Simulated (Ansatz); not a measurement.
Species: SiBr₂ (charge 0, singlet). 
Structure (B3LYP-D3(BJ)/def2-TZVP (Ansatz, a first-principles code) minimum search):
```
Si
Br 1 2.2694
Br 1 2.2694 2 102.37
```
Charge 0, spin multiplicity 1.

Wanted: vertical triplet-singlet gap (E(triplet) - E(singlet); each state is the SCF solution reached for its spin; for the singlet the Hartree-Fock reference is unstable and T1 is 0.014), in kcal/mol. Correlated levels leave the core frozen unless marked. Open shells are spin-unrestricted. No spin-orbit coupling. The frozen core is the preceding noble-gas configuration, with the filled d and f shells of earlier blocks. Non-relativistic. CBS marks a two-point X^-3 extrapolation of the correlation energy; Hartree-Fock from the larger set. [CCSD(T)-MP2]/basis is that difference in the basis named.

```tsv
level	program	vertical triplet-singlet gap (kcal/mol)	minus last row
HF/def2-TZVPPD	Ansatz	34.4	-18.5
HF/def2-QZVPPD	Ansatz	34.3	-18.6
SVWN5/def2-TZVPD	Ansatz	53.1	0.2
PBE/def2-TZVPD	Ansatz	49.1	-3.8
r2SCAN/def2-TZVPD	Ansatz	44.3	-8.6
PBE0/def2-TZVPD	Ansatz	47.5	-5.4
wB97X-V/def2-TZVPD	Ansatz	51.8	-1.1
B2PLYP/def2-TZVPD	Ansatz	51.8	-1.1
RI-MP2/def2-TZVPPD	Ansatz	50.3	-2.6
RI-MP2/def2-QZVPPD	Ansatz	51.2	-1.7
RI-MP2/CBS(def2-TZVPPD,def2-QZVPPD)	Ansatz	51.8	-1.1
SCS-MP2/def2-SVPD	Ansatz	50.9	-2.0
CCSD/def2-SVPD	Ansatz	49.5	-3.4
CCSD/def2-TZVPPD	Ansatz	50.3	-2.6
RI-MP2/CBS(def2-TZVPPD,def2-QZVPPD)+[CCSD(T)-MP2]/def2-TZVPPD	Ansatz	52.9	0.0
```
